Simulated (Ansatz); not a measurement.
Cost and result up the ladder for Ga₈Sb₈H₂₂, a nanocrystal cut from wurtzite GaSb (hydrogen-capped) (38 atoms). The state is a singlet with charge 0. Geometry: r2SCAN-D4/def2-SVP.

```xyz
38

Ga    3.323    0.565   -3.827
Sb    3.979   -1.407   -2.071
Sb    1.285    1.515   -2.368
Ga   -0.756   -0.169   -2.197
Ga    2.662   -1.893    0.199
Sb    0.114   -2.085   -0.535
Sb   -2.806    0.920   -0.914
Ga   -4.983   -0.643   -0.876
Ga   -1.374   -2.482    1.632
Sb   -3.881   -2.554    0.716
Ga    2.113    2.480   -0.047
Sb    2.657    0.404    1.521
Sb   -0.138    3.452    1.031
Ga   -2.229    1.846    1.496
Ga    1.308    0.410    3.852
Sb   -1.136   -0.151    2.869
H     2.774   -0.164   -5.094
H     4.514    1.575   -3.798
H     4.110   -2.900   -2.877
H     5.618   -1.286   -1.631
H     0.654    2.873   -3.185
H    -1.159   -0.778   -3.582
H     3.204   -3.131    0.985
H     0.009   -3.533   -1.426
H    -3.186    2.314   -1.819
H    -5.179   -1.316   -2.271
H    -6.104    0.029   -0.019
H    -0.977   -3.741    2.468
H    -4.092   -4.095    0.026
H    -4.859   -2.824    2.081
H     3.231    3.570   -0.128
H     4.297    0.652    1.910
H    -0.682    4.703    0.013
H     0.203    4.421    2.386
H    -3.387    2.604    2.223
H     1.793   -0.794    4.721
H     1.257    1.904    4.326
H    -2.177   -0.294    4.210
```

Ansatz on 4 threads of AMD EPYC 7R13 on a shared host and a share (37 GiB) of an NVIDIA H100 80GB HBM3. Times are rough, and most runs start from the orbitals of an earlier one. PBE0-D4/def2-TZVP serves as the yardstick here, not as an exact answer. Differences are given only for rows in sets of like size (and for xTB, whose basis is part of the method), since another set adds its own error. Binding counts from free atoms at the same level (Ga doublet, Sb quartet, H doublet; other spins of the atoms weren't run), without zero-point energy or a counterpoise term.

In the def2 sets Sb takes a core potential; there is no spin–orbit coupling. Single mean-field runs in def2-SVP, def2-TZVP are fitted with def2-universal-jkfit.

```json
{"level": "PBE-D4/def2-SVP", "functions": "574", "wall time": "4.8 s", "binding energy per atom (eV)": "2.38", "difference from PBE0-D4/def2-TZVP (eV)": "–"}
{"level": "PBE-D4/def2-TZVP", "functions": "916", "wall time": "8 s", "binding energy per atom (eV)": "2.39", "difference from PBE0-D4/def2-TZVP (eV)": "0.01"}
{"level": "PBE0-D4/def2-SVP", "functions": "574", "wall time": "8.5 s", "binding energy per atom (eV)": "2.37", "difference from PBE0-D4/def2-TZVP (eV)": "–"}
{"level": "PBE0-D4/def2-TZVP", "functions": "916", "wall time": "11 s", "binding energy per atom (eV)": "2.38", "difference from PBE0-D4/def2-TZVP (eV)": "0.00"}
{"level": "r2SCAN-D4/def2-TZVP (with forces)", "functions": "916", "wall time": "12 s", "binding energy per atom (eV)": "2.39", "difference from PBE0-D4/def2-TZVP (eV)": "0.01"}
```
